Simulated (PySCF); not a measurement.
Isomers of C3HF5. Method: PySCF, PBE0-D3(BJ)/def2-SVP geometry optimisation, gas phase. One conformer each; no zero-point energy, no entropy. No frequencies were run at this level. Point groups hold within 0.08 Å.

Problem. Rank from lowest to highest electronic energy at this level (kcal/mol).
A. (E)-1,2,3,3,3-pentafluoropropene (`F/C=C(/F)C(F)(F)F`)
B. (Z)-1,2,3,3,3-pentafluoropropene, `F/C=C(\F)C(F)(F)F`

Solution. B (0.0), A (1.7).

Neighbours under 2.5 kcal/mol apart (F/C=C(\F)C(F)(F)F and F/C=C(/F)C(F)(F)F) can change places with a better method, another conformer or zero-point energy. F/C=C(\F)C(F)(F)F and F/C=C(/F)C(F)(F)F are stereoisomers, 1.7 kcal/mol apart in the conformers taken.

| SMILES | E (Eh) | E rel (kcal/mol) | dipole (D) | point group | A, B, C (MHz) |
| --- | --- | --- | --- | --- | --- |
| F/C=C(\F)C(F)(F)F | -613.03225 | 0.0 | 1.51 | Cs | 3482, 1418, 1221 |
| F/C=C(/F)C(F)(F)F | -613.02953 | 1.7 | 1.87 | near Cs | 2746, 1837, 1360 |

Problem. How do the relative energies change in single points at PBE0/pcSseg-1 (no added dispersion term) on the same geometries?

Solution. 
```
           SMILES  PBE0-D3(BJ)/def2-SVP (kcal/mol)  PBE0/pcSseg-1 (kcal/mol)  shift
F/C=C(\F)C(F)(F)F                              0.0                       0.0    0.0
F/C=C(/F)C(F)(F)F                              1.7                       2.0   +0.3
```

Each column counts from its own lowest isomer. The order is unchanged; the largest shift is 0.3 kcal/mol.

Problem. As an exercise, what shares would exp(−E/RT) give at 2000 K from these electronic energies alone (no entropy, no degeneracies)?

Solution. RT = 3.974 kcal/mol: F/C=C(\F)C(F)(F)F 60.6 %, F/C=C(/F)C(F)(F)F 39.4 %.
